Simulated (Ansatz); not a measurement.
Isomers of C$_{2}$H$_{6}$BBrSi, relaxed with PBE0-D4/def2-TZVP in Ansatz; electronic energies, one conformer each and not always the lowest. Functionals use def2-TZVPP; CBS adds triple-zeta CCSD(T) − MP2 to the MP2 limit of def2-TZVPP and def2-QZVPP.

Outer-core shells of Br are correlated without core-valence functions. Scalar relativity is left out up to krypton. Spin–orbit coupling is left out.

Q: Order them by energy at frozen-core CCSD(T)/CBS, lowest first. (An estimate is asked.)
A. `B[C@H]1[SiH2][C@@H]1Br`
B. `C[Si@H]1B[C@@H]1Br`
C. `C[Si]1(Br)BC1`

A: C (0.0 kJ/mol), A (137.3 kJ/mol), B (158.0 kJ/mol).

Q: How do B3LYP, B2PLYP, HF/CBS(def2), ωB97M-V place them (kJ/mol, against `C[Si]1(Br)BC1`)? (Best estimate.)

A: The calculation gave: 
| isomer | B3LYP | B2PLYP | HF/CBS(def2) | ωB97M-V |
| --- | --- | --- | --- | --- |
| `C[Si@H]1B[C@@H]1Br` | 149.9 | 153.1 | 160.8 | 160.1 |
| `B[C@H]1[SiH2][C@@H]1Br` | 139.6 | 136.6 | 130.9 | 137.3 |

B3LYP here is the variant with VWN-RPA as its local correlation; programs differ in this.
